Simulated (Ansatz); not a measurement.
FHPb (SMILES [F][PbH]), charge 0, multiplicity 1, relaxed at each level with Ansatz (a first-principles code); harmonic frequencies from differences of analytic forces, average atomic masses, frozen cores. Elements past Kr take the def2 small-core potentials, without spin–orbit coupling.

```json
[
 {"level": "HF/def2-TZVPP", "Pb1–H2 (Å)": "1.8417", "Pb1–F3 (Å)": "2.0327", "H2–Pb1–F3 (°)": "92.8", "dipole (D)": "4.05"},
 {"level": "PBE/def2-TZVPP", "Pb1–H2 (Å)": "1.8810", "Pb1–F3 (Å)": "2.0784", "H2–Pb1–F3 (°)": "93.7", "dipole (D)": "3.64"},
 {"level": "r2SCAN/def2-TZVPP", "Pb1–H2 (Å)": "1.8608", "Pb1–F3 (Å)": "2.0545", "H2–Pb1–F3 (°)": "92.9", "dipole (D)": "3.65"},
 {"level": "B3LYP/def2-TZVPP", "Pb1–H2 (Å)": "1.8690", "Pb1–F3 (Å)": "2.0691", "H2–Pb1–F3 (°)": "93.6", "dipole (D)": "3.88"},
 {"level": "PBE0/def2-TZVPP", "Pb1–H2 (Å)": "1.8567", "Pb1–F3 (Å)": "2.0506", "H2–Pb1–F3 (°)": "93.2", "dipole (D)": "3.76"},
 {"level": "wB97X-V/def2-TZVPP", "Pb1–H2 (Å)": "1.8426", "Pb1–F3 (Å)": "2.0490", "H2–Pb1–F3 (°)": "93.0", "dipole (D)": "3.80"},
 {"level": "MP2/def2-TZVPP", "Pb1–H2 (Å)": "1.8554", "Pb1–F3 (Å)": "2.0595", "H2–Pb1–F3 (°)": "93.3", "dipole (D)": "3.80"},
 {"level": "CCSD(T)/def2-SVP", "Pb1–H2 (Å)": "1.8778", "Pb1–F3 (Å)": "2.0705", "H2–Pb1–F3 (°)": "93.9", "dipole (D)": "3.66"},
 {"level": "CCSD(T)/def2-TZVPP", "Pb1–H2 (Å)": "1.8707", "Pb1–F3 (Å)": "2.0592", "H2–Pb1–F3 (°)": "93.3", "dipole (D)": "3.79"}
]
```
